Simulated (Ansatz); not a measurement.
closo-2-SB4 (no H on S) (B₄H₄S). The state is a singlet with charge 0. Geometry r2SCAN-D4/def2-SVP, basis def2-TZVP, Ansatz.

```tsv
run	HOMO (eV)	LUMO (eV)
A	-7.10	-2.31
B	-6.31	-3.27
C	-9.60	-0.20
D	-6.13	-3.12
E	-6.28	-3.02
```

LC-ωPBE has ω = 0.4 bohr⁻¹. Another isomer (singlet) lies 1.11 eV lower at PBE0-D4/def2-TZVP; other spin states weren't run for this one.

Task: The runs used LC-ωPBE, LDA (SPW92), PBE, PBE0, r2SCAN. Estimate which is which.

Result: A PBE0 (25 % exact exchange); B LDA (SPW92) (0 % exact exchange); C LC-ωPBE (range-separated); D PBE (0 % exact exchange); E r2SCAN (0 % exact exchange). Exact exchange lowers occupied and raises empty levels; among semilocal functionals meta-GGAs tend to open the gap a little, and such runs are hard to tell apart. The gap grows from 3.01 eV (PBE) to 9.41 eV (LC-ωPBE).
